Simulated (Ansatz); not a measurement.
Ansatz (a first-principles code) input (RPA@PBE/def2-QZVPP):
A basis named .json is the Basis Set Exchange file of that set.

Ansatz 0.2 input:
```yaml
crystal:
  periodic: [false, false, false]
  atoms:
    - {symbol: Sn, position_ang: [0.00603767, 0.00164288, 0.62288057]}
    - {symbol: Cl, position_ang: [-1.92090266, -1.03655210, -0.58937530]}
    - {symbol: Cl, position_ang: [0.05528342, 2.17437935, -0.61699977]}
    - {symbol: Cl, position_ang: [1.84786138, -1.14265926, -0.62562662]}
basis:
  gaussian:
    orbitals: def2-QZVPP.json
hamiltonian:
  xc: pbe
total_charge: -1
magnetization: {spin_polarized: false}
correlation: {method: rpa, electrons: outside_noble_gas}
```

Output:

```
Functional definition: PBE
integrals: 0.97 GiB planned
1763 factors; integrals over basis functions are off by at most 1.1e-3 eV
mean field: 2.48 GiB planned
mean field evaluation 1: about -43393.4565 eV, gradient 1.6e1 eV
mean field evaluation 2: about -43393.4510 eV, gradient 1.6e1 eV
mean field evaluation 4: about -43393.8156 eV, gradient 3.8e0 eV
mean field evaluation 8: about -43393.8466 eV, gradient 8.3e-2 eV
mean field evaluation 16: about -43393.8466 eV, gradient 1.2e-5 eV
mean field -43393.84664922 eV, -1594.6944509533 hartree, gradient 2.4e-6 eV, S^2 0.000000; 0 other end points of the search recorded, 0 dependent functions left out
24 core orbitals not correlated
reference -43323.72519717 eV, -1592.1175351205 hartree; 13, 13 occupied and 255, 255 virtual orbitals, 1763 factors
Total energy: -43357.12553500 eV, -1593.3449748961 hartree
```

It need not be the lowest isomer of its formula.
